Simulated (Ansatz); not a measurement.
Steps of a relaxation of C₂H₁₀OSi₂, SMILES `C[Si](C)(O)[SiH3]` with RKS PBE0-D4/def2-TZVP.

```sh
$ ansatz run in.yaml --threads 2 --pin off --events-out ev --progress --plain --max-ram 32768MiB --backend cuda --devices 0, --max-vram 18GiB
```

```yaml
crystal:
  periodic: [false, false, false]
  atoms:
    - {symbol: C, position_ang: [-1.344585, 0.650120, 1.220821]}
    - {symbol: Si, position_ang: [-0.208438, -0.345749, 0.101711]}
    - {symbol: C, position_ang: [1.433881, -0.702860, 0.969905]}
    - {symbol: O, position_ang: [-1.056981, -1.775546, -0.240648]}
    - {symbol: Si, position_ang: [0.217948, 0.847907, -1.897487]}
    - {symbol: H, position_ang: [-1.553929, 0.088978, 2.155495]}
    - {symbol: H, position_ang: [-0.876979, 1.617614, 1.495775]}
    - {symbol: H, position_ang: [-2.311220, 0.860273, 0.721219]}
    - {symbol: H, position_ang: [1.262566, -1.250538, 1.920096]}
    - {symbol: H, position_ang: [1.959818, 0.245273, 1.208165]}
    - {symbol: H, position_ang: [2.113042, -1.313167, 0.339414]}
    - {symbol: H, position_ang: [-0.625792, -2.362276, -0.885784]}
    - {symbol: H, position_ang: [0.951788, 2.135364, -1.605817]}
    - {symbol: H, position_ang: [1.075141, 0.052405, -2.853775]}
    - {symbol: H, position_ang: [-1.057960, 1.201501, -2.619690]}
basis:
  gaussian: {orbitals: def2-TZVP}
hamiltonian: {xc: pbe0, dispersion: d4}
relax: {f_tol: 0.005, max_steps: 150}
```

Positions (Å) and forces (eV/Å) along the path, 10 of 12 steps:

```xyz
15
step=1 energy=-20032.1384 eV
C    -1.345    0.650    1.221   -0.145    0.066    0.138
Si   -0.208   -0.346    0.102   -0.312   -0.521    0.072
C     1.434   -0.703    0.970    0.152   -0.077    0.079
O    -1.057   -1.776   -0.241    0.835    0.384   -0.271
Si    0.218    0.848   -1.897    0.040    0.123   -0.197
H    -1.554    0.089    2.155    0.100    0.269   -0.448
H    -0.877    1.618    1.496   -0.219   -0.457   -0.133
H    -2.311    0.860    0.721    0.462   -0.098    0.237
H     1.263   -1.251    1.920    0.076    0.260   -0.450
H     1.960    0.245    1.208   -0.258   -0.443   -0.115
H     2.113   -1.313    0.339   -0.335    0.294    0.296
H    -0.626   -2.362   -0.886   -0.325    0.411    0.475
H     0.952    2.135   -1.606   -0.153   -0.279   -0.052
H     1.075    0.052   -2.854   -0.180    0.147    0.211
H    -1.058    1.202   -2.620    0.262   -0.078    0.158
15
step=2 energy=-20032.1958 eV
C    -1.340    0.646    1.218   -0.005    0.018    0.009
Si   -0.204   -0.331    0.100   -0.259   -0.428    0.085
C     1.423   -0.700    0.962    0.013    0.012   -0.004
O    -1.039   -1.753   -0.238    0.410    0.358   -0.044
Si    0.217    0.844   -1.895    0.018    0.065   -0.048
H    -1.546    0.085    2.139    0.037    0.068   -0.133
H    -0.881    1.603    1.496   -0.068   -0.122   -0.032
H    -2.296    0.854    0.724    0.129   -0.028    0.063
H     1.250   -1.247    1.899    0.011    0.077   -0.131
H     1.947    0.235    1.204   -0.059   -0.129   -0.026
H     2.092   -1.303    0.335   -0.095    0.086    0.080
H    -0.609   -2.336   -0.871   -0.121    0.071    0.128
H     0.948    2.116   -1.603   -0.032   -0.062   -0.034
H     1.064    0.043   -2.834   -0.047    0.033    0.054
H    -1.049    1.193   -2.607    0.067   -0.017    0.035
15
step=3 energy=-20032.2055 eV
C    -1.338    0.642    1.213    0.022   -0.015   -0.007
Si   -0.208   -0.336    0.102   -0.074   -0.032    0.045
C     1.417   -0.698    0.955   -0.023    0.016   -0.010
O    -1.030   -1.747   -0.229    0.125    0.138   -0.022
Si    0.220    0.852   -1.884   -0.006   -0.020   -0.021
H    -1.541    0.082    2.129   -0.014   -0.012    0.029
H    -0.884    1.596    1.489    0.007    0.013    0.004
H    -2.290    0.846    0.721   -0.023    0.003   -0.010
H     1.244   -1.243    1.887    0.002   -0.019    0.027
H     1.942    0.230    1.197    0.008    0.012    0.004
H     2.079   -1.299    0.328    0.017   -0.016   -0.014
H    -0.605   -2.337   -0.852   -0.041   -0.065   -0.008
H     0.955    2.121   -1.615    0.006    0.000    0.019
H     1.058    0.042   -2.814    0.009   -0.010   -0.022
H    -1.041    1.198   -2.597   -0.016    0.007   -0.015
15
step=4 energy=-20032.2068 eV
C    -1.340    0.639    1.213   -0.016   -0.010    0.030
Si   -0.206   -0.333    0.103    0.001   -0.041   -0.016
C     1.419   -0.694    0.956   -0.012   -0.011    0.007
O    -1.024   -1.740   -0.235    0.057    0.015   -0.045
Si    0.222    0.856   -1.883   -0.009   -0.018   -0.028
H    -1.545    0.075    2.127   -0.007    0.008    0.007
H    -0.886    1.593    1.495   -0.003    0.000    0.002
H    -2.292    0.845    0.719    0.000    0.001   -0.001
H     1.246   -1.241    1.887    0.005   -0.001    0.008
H     1.942    0.235    1.198    0.007    0.005    0.005
H     2.081   -1.295    0.328    0.002    0.004   -0.005
H    -0.617   -2.354   -0.849   -0.026    0.053    0.049
H     0.968    2.122   -1.626   -0.001   -0.010    0.021
H     1.050    0.034   -2.813    0.002    0.000   -0.021
H    -1.041    1.207   -2.590   -0.001    0.005   -0.013
15
step=6 energy=-20032.2076 eV
C    -1.340    0.638    1.218   -0.004    0.008    0.000
Si   -0.205   -0.329    0.102    0.002   -0.002    0.008
C     1.418   -0.692    0.959    0.005    0.001   -0.001
O    -1.022   -1.734   -0.237   -0.004   -0.005   -0.004
Si    0.221    0.851   -1.891    0.000    0.002    0.001
H    -1.547    0.072    2.131    0.003   -0.002   -0.004
H    -0.888    1.591    1.503   -0.001    0.000    0.000
H    -2.292    0.845    0.724    0.000    0.000    0.001
H     1.245   -1.243    1.887   -0.002    0.001   -0.003
H     1.942    0.236    1.206   -0.001    0.000    0.000
H     2.082   -1.289    0.328    0.002    0.001    0.001
H    -0.615   -2.347   -0.850    0.001    0.001    0.000
H     0.971    2.113   -1.625    0.001   -0.004    0.001
H     1.048    0.030   -2.825   -0.004   -0.001    0.001
H    -1.039    1.209   -2.601    0.002    0.001    0.000
15
step=7 energy=-20032.2077 eV
C    -1.343    0.638    1.215   -0.004   -0.007    0.003
Si   -0.206   -0.331    0.103   -0.002    0.001   -0.004
C     1.418   -0.690    0.959    0.010    0.010   -0.002
O    -1.022   -1.737   -0.236   -0.001    0.004    0.001
Si    0.222    0.849   -1.890   -0.001   -0.001    0.003
H    -1.542    0.077    2.133   -0.001    0.001    0.002
H    -0.898    1.597    1.492    0.004   -0.001    0.000
H    -2.298    0.835    0.724    0.000   -0.001   -0.002
H     1.251   -1.258    1.879   -0.007    0.002    0.001
H     1.930    0.240    1.221    0.000   -0.005    0.000
H     2.091   -1.269    0.321    0.001   -0.002    0.000
H    -0.611   -2.350   -0.846    0.001   -0.001   -0.001
H     0.995    2.097   -1.624    0.002   -0.001   -0.001
H     1.028    0.019   -2.833   -0.002   -0.001    0.000
H    -1.037    1.230   -2.589    0.000    0.001    0.000
15
step=8 energy=-20032.2078 eV
C    -1.344    0.637    1.216   -0.002   -0.004    0.001
Si   -0.206   -0.330    0.103   -0.001    0.003   -0.003
C     1.419   -0.688    0.959    0.006    0.004   -0.001
O    -1.021   -1.737   -0.237   -0.001   -0.001    0.002
Si    0.222    0.849   -1.890   -0.001    0.001   -0.002
H    -1.543    0.075    2.133    0.000    0.001   -0.001
H    -0.898    1.595    1.494    0.001    0.000    0.000
H    -2.299    0.834    0.724    0.001    0.000    0.000
H     1.250   -1.255    1.879   -0.002    0.001    0.001
H     1.931    0.242    1.221   -0.002   -0.003   -0.001
H     2.092   -1.268    0.322   -0.002    0.000    0.002
H    -0.611   -2.350   -0.847    0.002    0.000   -0.001
H     1.000    2.094   -1.626    0.001   -0.001   -0.001
H     1.023    0.015   -2.835   -0.001   -0.001    0.001
H    -1.036    1.235   -2.588    0.001    0.001    0.002
15
step=9 energy=-20032.2078 eV
C    -1.346    0.634    1.217    0.001    0.001   -0.003
Si   -0.206   -0.329    0.102    0.003    0.003    0.004
C     1.419   -0.684    0.959   -0.001   -0.003    0.000
O    -1.018   -1.737   -0.239   -0.002   -0.005    0.000
Si    0.223    0.849   -1.891   -0.001    0.001    0.002
H    -1.545    0.070    2.133    0.001   -0.001   -0.002
H    -0.901    1.593    1.496   -0.002    0.000    0.001
H    -2.301    0.830    0.724    0.000    0.002    0.002
H     1.247   -1.249    1.880    0.003    0.000    0.000
H     1.930    0.246    1.221    0.000    0.000   -0.001
H     2.093   -1.266    0.325   -0.003    0.001    0.003
H    -0.606   -2.350   -0.848    0.001    0.001   -0.001
H     1.017    2.085   -1.630   -0.002   -0.003   -0.003
H     1.009    0.006   -2.839   -0.003    0.003   -0.001
H    -1.036    1.250   -2.581    0.005    0.000    0.000
15
step=10 energy=-20032.2079 eV
C    -1.348    0.632    1.217    0.002    0.002   -0.005
Si   -0.206   -0.329    0.103    0.004   -0.002    0.005
C     1.419   -0.682    0.961   -0.005   -0.003    0.002
O    -1.016   -1.738   -0.239   -0.001   -0.002    0.000
Si    0.223    0.849   -1.891    0.002    0.007   -0.011
H    -1.546    0.068    2.132    0.000   -0.001   -0.001
H    -0.904    1.591    1.497   -0.002    0.000    0.001
H    -2.302    0.828    0.724    0.000    0.001    0.001
H     1.247   -1.246    1.883    0.003    0.000   -0.001
H     1.930    0.249    1.221    0.001    0.002   -0.001
H     2.094   -1.265    0.328   -0.002    0.001    0.001
H    -0.603   -2.349   -0.849    0.001    0.002   -0.001
H     1.028    2.079   -1.635   -0.002   -0.004    0.003
H     0.997    0.001   -2.845   -0.002    0.000    0.004
H    -1.035    1.261   -2.576    0.001   -0.002    0.004
15
step=12 energy=-20032.2079 eV
C    -1.348    0.632    1.215   -0.001    0.000    0.000
Si   -0.205   -0.329    0.103    0.003   -0.001   -0.001
C     1.419   -0.682    0.962   -0.002    0.001    0.002
O    -1.014   -1.739   -0.239    0.000    0.001    0.000
Si    0.223    0.849   -1.891   -0.001   -0.001    0.001
H    -1.549    0.066    2.129   -0.001    0.000    0.001
H    -0.905    1.590    1.498    0.000    0.000    0.000
H    -2.302    0.829    0.721    0.000    0.000    0.000
H     1.248   -1.241    1.887    0.000    0.000    0.000
H     1.932    0.250    1.218    0.000    0.000    0.000
H     2.093   -1.268    0.331    0.001   -0.001   -0.001
H    -0.601   -2.349   -0.852    0.000    0.001    0.000
H     1.032    2.075   -1.635    0.000    0.000    0.001
H     0.991    0.000   -2.848   -0.002    0.001    0.000
H    -1.037    1.266   -2.569    0.001    0.000   -0.002
```

Run time 26 s (2 threads of an AMD EPYC 7R13 on a shared host and a share of an NVIDIA H100 80 GB); peak host memory 0.85 GiB.
